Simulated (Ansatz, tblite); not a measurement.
Removing an electron: closo-1-NB4 (H on N) (B₄NH₅). Total charge 0; singlet. Geometry: B3LYP-D4/def2-SVP. Ansatz, gas phase; energy differences of separate SCF runs; the oxidised species was run as a doublet alone.

Cartesian coordinates in Å:
```
B 0.6635 0.0472 -0.8356
B 0.2898 0.4236 0.9366
N 0.4229 -0.9356 0.2878
B -0.5075 1.1228 -0.3455
B -0.9579 -0.4606 -0.1041
H 1.4798 -0.0888 -1.6987
H 0.6943 0.7023 2.0268
H 0.8245 -1.8240 0.5612
H -0.9807 2.1695 -0.6675
H -1.9287 -1.1565 -0.1610
```

The xTB rows come from tblite.

| level | −HOMO (eV) | vertical IE (eV) | −LUMO (eV) | HOMO–LUMO gap (eV) |
| --- | --- | --- | --- | --- |
| GFN2-xTB | 9.14 | 12.62 | 4.75 | 4.39 |
| r2SCAN-D4/def2-TZVP | 6.87 | 9.84 | 1.25 | 5.62 |
| PBE0-D4/def2-TZVP | 7.78 | 9.91 | 0.62 | 7.15 |

(1) Estimate the rows for GFN1-xTB, PBE-D4/def2-TZVP.

## Answers

(1) 
```
           level  −HOMO (eV)  vertical IE (eV)  −LUMO (eV)  HOMO–LUMO gap (eV)
        GFN1-xTB       10.85             13.97        6.03                4.82
PBE-D4/def2-TZVP        6.71              9.91        1.55                5.17
```

 Raw xTB energy differences between charge states are shifted by several eV; the methods need an empirical correction for them.
